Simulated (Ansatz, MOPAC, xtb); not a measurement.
The molecule GeF, multiplicity 2 (the spin of the measured ground state). No spin–orbit coupling. Ge is treated without relativity.

Constants: fifth-degree fit in 1/R to seven points, most abundant isotopes. In def2 and cc sets the state is the lowest found near the PBE0 minimum, followed along R.

The values were computed with Ansatz (Gaussian orbitals); MOPAC for PM3, PM6 (differences of heats of formation); xtb for the GFN methods. Values without a source in brackets are computed. The GFN methods have no spin term and hold the electronic entropy of 300 K.

```json
[
 {"level": "PM3", "r_e (Å)": "1.712", "ω_e (cm⁻¹)": "751", "B_e (cm⁻¹)": "0.381", "ω_e x_e (cm⁻¹)": "2.4", "D_e (eV)": "-", "dipole (D)": "-"},
 {"level": "PM6", "r_e (Å)": "1.745", "ω_e (cm⁻¹)": "635", "B_e (cm⁻¹)": "0.366", "ω_e x_e (cm⁻¹)": "1.7", "D_e (eV)": "-", "dipole (D)": "-"},
 {"level": "GFN1-xTB", "r_e (Å)": "1.794", "ω_e (cm⁻¹)": "436", "B_e (cm⁻¹)": "0.347", "ω_e x_e (cm⁻¹)": "0.74", "D_e (eV)": "-", "dipole (D)": "-"},
 {"level": "GFN2-xTB", "r_e (Å)": "1.828", "ω_e (cm⁻¹)": "448", "B_e (cm⁻¹)": "0.334", "ω_e x_e (cm⁻¹)": "-0.30", "D_e (eV)": "-", "dipole (D)": "-"},
 {"level": "SVWN5/def2-TZVPP", "r_e (Å)": "1.750", "ω_e (cm⁻¹)": "669", "B_e (cm⁻¹)": "0.364", "ω_e x_e (cm⁻¹)": "3.2", "D_e (eV)": "6.50", "dipole (D)": "1.68"},
 {"level": "PBE/def2-TZVPP", "r_e (Å)": "1.782", "ω_e (cm⁻¹)": "632", "B_e (cm⁻¹)": "0.351", "ω_e x_e (cm⁻¹)": "3.1", "D_e (eV)": "5.61", "dipole (D)": "1.78"},
 {"level": "r2SCAN/def2-TZVPP", "r_e (Å)": "1.755", "ω_e (cm⁻¹)": "668", "B_e (cm⁻¹)": "0.362", "ω_e x_e (cm⁻¹)": "3.2", "D_e (eV)": "5.38", "dipole (D)": "1.67"},
 {"level": "B97M-V/def2-TZVPP", "r_e (Å)": "1.753", "ω_e (cm⁻¹)": "664", "B_e (cm⁻¹)": "0.363", "ω_e x_e (cm⁻¹)": "3.3", "D_e (eV)": "5.41", "dipole (D)": "1.74"},
 {"level": "B3LYP/def2-TZVPP", "r_e (Å)": "1.770", "ω_e (cm⁻¹)": "648", "B_e (cm⁻¹)": "0.356", "ω_e x_e (cm⁻¹)": "3.1", "D_e (eV)": "5.34", "dipole (D)": "1.95"},
 {"level": "PBE0/def2-TZVPP", "r_e (Å)": "1.756", "ω_e (cm⁻¹)": "669", "B_e (cm⁻¹)": "0.362", "ω_e x_e (cm⁻¹)": "3.2", "D_e (eV)": "5.23", "dipole (D)": "1.81"},
 {"level": "BHLYP/def2-TZVPP", "r_e (Å)": "1.746", "ω_e (cm⁻¹)": "684", "B_e (cm⁻¹)": "0.366", "ω_e x_e (cm⁻¹)": "3.2", "D_e (eV)": "4.91", "dipole (D)": "1.96"},
 {"level": "CAM-B3LYP/def2-TZVPP", "r_e (Å)": "1.756", "ω_e (cm⁻¹)": "670", "B_e (cm⁻¹)": "0.362", "ω_e x_e (cm⁻¹)": "3.1", "D_e (eV)": "5.41", "dipole (D)": "1.93"},
 {"level": "wB97X-V/def2-TZVPP", "r_e (Å)": "1.756", "ω_e (cm⁻¹)": "675", "B_e (cm⁻¹)": "0.362", "ω_e x_e (cm⁻¹)": "3.1", "D_e (eV)": "5.43", "dipole (D)": "1.83"},
 {"level": "wB97M-V/def2-TZVPP", "r_e (Å)": "1.760", "ω_e (cm⁻¹)": "668", "B_e (cm⁻¹)": "0.360", "ω_e x_e (cm⁻¹)": "3.1", "D_e (eV)": "5.35", "dipole (D)": "1.91"},
 {"level": "B2PLYP/def2-TZVPP", "r_e (Å)": "1.763", "ω_e (cm⁻¹)": "659", "B_e (cm⁻¹)": "0.359", "ω_e x_e (cm⁻¹)": "3.1", "D_e (eV)": "5.33", "dipole (D)": "-"},
 {"level": "CCSD/def2-TZVPP", "r_e (Å)": "1.747", "ω_e (cm⁻¹)": "686", "B_e (cm⁻¹)": "0.365", "ω_e x_e (cm⁻¹)": "3.0", "D_e (eV)": "4.98", "dipole (D)": "-"},
 {"level": "CCSD/def2-QZVPP", "r_e (Å)": "1.739", "ω_e (cm⁻¹)": "686", "B_e (cm⁻¹)": "0.369", "ω_e x_e (cm⁻¹)": "3.0", "D_e (eV)": "5.13", "dipole (D)": "-"},
 {"level": "CCSD(T)/def2-TZVPP", "r_e (Å)": "1.753", "ω_e (cm⁻¹)": "677", "B_e (cm⁻¹)": "0.363", "ω_e x_e (cm⁻¹)": "3.0", "D_e (eV)": "5.13", "dipole (D)": "-"},
 {"level": "CCSD(T)/def2-QZVPP", "r_e (Å)": "1.745", "ω_e (cm⁻¹)": "676", "B_e (cm⁻¹)": "0.366", "ω_e x_e (cm⁻¹)": "3.0", "D_e (eV)": "5.30", "dipole (D)": "-"},
 {"level": "CCSD(T)/CBS(def2-TZVPP, def2-QZVPP)", "r_e (Å)": "1.743", "ω_e (cm⁻¹)": "677", "B_e (cm⁻¹)": "0.367", "ω_e x_e (cm⁻¹)": "3.0", "D_e (eV)": "-", "dipole (D)": "-"}
]
```

D_e counts from each atom's lowest state at the same level, without counterpoise or zero-point energy.

Correlated levels freeze the inner cores; with def2 sets outer-core shells near the valence are correlated too. CBS: X⁻³ extrapolation of the correlation energy, Hartree–Fock from the larger set. The state that PM3, PM6 reach isn't checked.

Measured for the ground state: r_e 1.745 Å, ω_e 665.67 cm-1, ω_e x_e 3.15 cm-1, B_e 0.36578 cm-1, α_e 0.002675 cm-1 [NIST CCCBDB]. D_0 5.382 ± 0.14 eV (a handbook's tabulated 298 K bond energy less 3RT/2; such tables hold older values) [Luo, bond dissociation energies, CRC Handbook].

Ansatz is a first-principles code.
